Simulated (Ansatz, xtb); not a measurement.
**Isomers of CH7GeSi in order of energy**

6 gas-phase structures of CH7GeSi, found in a search over its isomers (lower ones may exist). Each was relaxed with GFN2-xTB; where two conformers were screened, the lower at r2SCAN-D4/def2-SVP is listed:

A. `C[SiH2][GeH2]`, a doublet
B. `[SiH3][CH2][GeH2]`, a doublet
C. `[CH3][GeH2][SiH2]`, a doublet
D. `C[SiH][GeH3]`, a doublet
E. `[SiH2][CH2][GeH3]`, a doublet
F. `[CH3][GeH][SiH3]`, a doublet

Question: Which do you expect lowest at r2SCAN-D4/def2-SVP, and how would the others follow?

Answer: Calculated order at r2SCAN-D4/def2-SVP: A (0.0), F (13.2), D (14.7), C (22.1), B (34.2), E (49.8) kJ/mol. Less than 1 kcal/mol parts F and D, so the order within that pair means little.

Energies above the lowest of each column, in kJ/mol; the last columns are at B3LYP-D3(BJ)/def2-SVP geometries (a dash: not run or not comparable):

```json
{"structure": "A", "GFN2-xTB": "11.1", "HF/STO-3G": "36.9", "r2SCAN-D4/def2-SVP": "0.0", "B3LYP-D3(BJ)/def2-SVP": "0.0", "CCSD(T)/def2-SVP + ΔMP2/def2-TZVPP": "0.0"}
{"structure": "F", "GFN2-xTB": "0.0", "HF/STO-3G": "37.9", "r2SCAN-D4/def2-SVP": "13.2", "B3LYP-D3(BJ)/def2-SVP": "13.9", "CCSD(T)/def2-SVP + ΔMP2/def2-TZVPP": "12.1"}
{"structure": "D", "GFN2-xTB": "52.3", "HF/STO-3G": "0.0", "r2SCAN-D4/def2-SVP": "14.7", "B3LYP-D3(BJ)/def2-SVP": "28.7", "CCSD(T)/def2-SVP + ΔMP2/def2-TZVPP": "30.4"}
{"structure": "C", "GFN2-xTB": "46.2", "HF/STO-3G": "11.5", "r2SCAN-D4/def2-SVP": "22.1", "B3LYP-D3(BJ)/def2-SVP": "38.0", "CCSD(T)/def2-SVP + ΔMP2/def2-TZVPP": "–"}
{"structure": "B", "GFN2-xTB": "45.3", "HF/STO-3G": "78.8", "r2SCAN-D4/def2-SVP": "34.2", "B3LYP-D3(BJ)/def2-SVP": "37.5", "CCSD(T)/def2-SVP + ΔMP2/def2-TZVPP": "–"}
{"structure": "E", "GFN2-xTB": "100.7", "HF/STO-3G": "51.3", "r2SCAN-D4/def2-SVP": "49.8", "B3LYP-D3(BJ)/def2-SVP": "64.1", "CCSD(T)/def2-SVP + ΔMP2/def2-TZVPP": "–"}
```

CCSD(T)/def2-SVP + ΔMP2/def2-TZVPP puts A lowest of those it was run on; GFN2-xTB picks F, HF/STO-3G picks D. Flexible structures stand in one conformer each, not always the lowest. Frequencies (B3LYP-D3(BJ)/def2-SVP) were run for A, D, F alone. Open shells are spin-unrestricted. ΔMP2 is the change of the MP2 energy from the smaller to the larger basis.

Over these structures GFN2-xTB departs from r2SCAN-D4/def2-SVP by 17.3 kJ/mol on average once a common shift is removed. A GFN2-xTB relaxation took about 0.058 s and the r2SCAN-D4/def2-SVP energy about 3.3 s on a shared host (Ansatz 0.2.0, xtb 6.7.1).
